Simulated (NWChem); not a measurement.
The numbers come from NWChem runs, not from measurements. System: H2O2Si, charge 0, spin multiplicity 1, at a geometry optimised with PBE/def2-SVP. The structure started from a generated list of species. Level: G0W0@PBE0/def2-TZVP, RI basis def2-tzvp-rifit.

Input file:

```
start mol
memory heap 200 mb stack 700 mb global 1700 mb
geometry units angstroms nocenter noautoz
  Si    -0.156024     0.620528     0.000000
  O     -1.206646    -0.691358     0.000000
  H     -0.762596    -1.564758     0.000000
  O      1.311658    -0.239586     0.000000
  H      2.106837     0.324921     0.000000
  symmetry group Cs
end
basis spherical
  * library def2-tzvp
end
basis "ri basis" bse spherical
  * library def2-tzvp-rifit
end
dft
  xc pbe0
  iterations 100
  direct
  tolerances tight
end
task dft energy
gw
  states alpha occ 4 vir 2
end
task dft gw
```

Output (cleaned and shortened):

```
             Northwest Computational Chemistry Package (NWChem) 7.3.0
             --------------------------------------------------------

                                NWChem Input Module
                                -------------------

 Scaling coordinates for geometry "geometry" by  1.889725989
 (inverse scale =  0.529177249)

 Turning off AUTOSYM since
 SYMMETRY directive was detected!

                             Geometry "geometry" -> ""
                             -------------------------

 Output coordinates in angstroms (scale by  1.889725989 to convert to a.u.)

  No.       Tag          Charge          X              Y              Z
 ---- ---------------- ---------- -------------- -------------- --------------
    1 Si                  14.0000    -0.15602400     0.62052800     0.00000000
    2 O                    8.0000    -1.20664600    -0.69135800     0.00000000
    3 H                    1.0000    -0.76259600    -1.56475800     0.00000000
    4 O                    8.0000     1.31165800    -0.23958600     0.00000000
    5 H                    1.0000     2.10683700     0.32492100     0.00000000

 Effective nuclear repulsion energy (a.u.)     101.6106287913

            Nuclear Dipole moment (a.u.)
            ----------------------------
        X                 Y               Z
 ---------------- ---------------- ----------------
     0.0000018897     0.0000056692     0.0000000000

      Symmetry information
      --------------------

 Group name             Cs
 Group number              2
 Group order               2
 No. of unique centers     5

      Symmetry unique atoms

     1    2    3    4    5


 Summary of "ao basis" -> "" (spherical)
 ------------------------------------------------------------------------------
       Tag                 Description            Shells   Functions and Types
 ---------------- ------------------------------  ------  ---------------------
 *                         def2-tzvp                  on all atoms

 new library libraries.bse/

 Summary of "ri basis" -> "" (spherical)
 ------------------------------------------------------------------------------
[...]
           0.000000000000           0.000000000000         279.989084970998

     Multipole analysis of the density
     ---------------------------------

     L   x y z        total         alpha         beta         nuclear
     -   - - -        -----         -----         ----         -------
     0   0 0 0     -0.000000    -16.000000    -16.000000     32.000000

     1   1 0 0      0.731294      0.365646      0.365646      0.000002
     1   0 1 0      0.011235      0.005615      0.005615      0.000006
     1   0 0 1      0.000000      0.000000      0.000000      0.000000

     2   2 0 0    -17.820182    -63.855654    -63.855654    109.891126
     2   1 1 0      1.815755     -7.452248     -7.452248     16.720251
     2   1 0 1     -0.000000     -0.000000     -0.000000      0.000000
     2   0 2 0    -17.414795    -30.540581    -30.540581     43.666367
     2   0 1 1     -0.000000     -0.000000     -0.000000      0.000000
     2   0 0 2    -17.679849     -8.839924     -8.839924      0.000000

 Task  times  cpu:        9.1s     wall:        9.1s

                                NWChem Input Module
                                -------------------

                                 NWChem GW Module
                                 ----------------

                             ***********************
                             ***        GW       ***
                             ***********************

 Summary of "ri basis" -> "ri basis" (spherical)
 ------------------------------------------------------------------------------
       Tag                 Description            Shells   Functions and Types
 ---------------- ------------------------------  ------  ---------------------
 Si                     def2-tzvp-rifit             29      113   9s7p6d5f2g
 O                      def2-tzvp-rifit             22       76   8s6p4d3f1g
 H                      def2-tzvp-rifit              7       15   4s2p1d

                 Memory Information
                 ------------------
          Available GA per process is          1699.9 MBs
          Available stack per process is        700.0 MBs
          Available heap per process is           0.0 MBs

          Peak memory in Initialization
              Peak GA per process is                  5.3 MBs
              Peak stack per process is               0.1 MBs
              Peak heap per process is                5.6 MBs
              Memory not in MA per process            0.0 MBs

          Peak memory in AFF Calculation
              Peak GA per process is                 25.5 MBs
              Peak stack per process is              17.6 MBs
              Peak heap per process is                0.0 MBs
              Memory not in MA per process           17.6 MBs

          Computing 2-center integrals
          Computing Inverse Cholesky factor
          Computing 3-center integrals
          Computing V_xc ...

          Computing Sigma_x
          Computing RPA polarizability
          Solving quasiparticle equations

                  Alpha Orbitals
          State     Energy (eV)     Error (eV)
          -----------------------------------
@GW        13        -12.634           0.005
@GW        14        -12.767           0.002
@GW        15        -11.600           0.005
@GW        16         -9.566           0.005
@GW        17          0.895           0.005
@GW        18          2.318           0.004

   Applying  -2.2999 eV scissor-shift to rest of particle states

   Applying   2.1778 eV scissor-shift to rest of hole states

     GW Timing Statistics
   ------------------------
   Init.   :          0.0s
     ERIs  :          0.5s
     Distr.:          0.0s
     Vxc   :          1.0s
   Sigma_x :          0.0s
   RPA     :          0.9s
   Wmn     :          0.0s
   Sigma_c :          0.0s
   GW total:          2.4s

 Task  times  cpu:        2.4s     wall:        2.4s

 Total times  cpu:       11.5s     wall:       11.5s
```
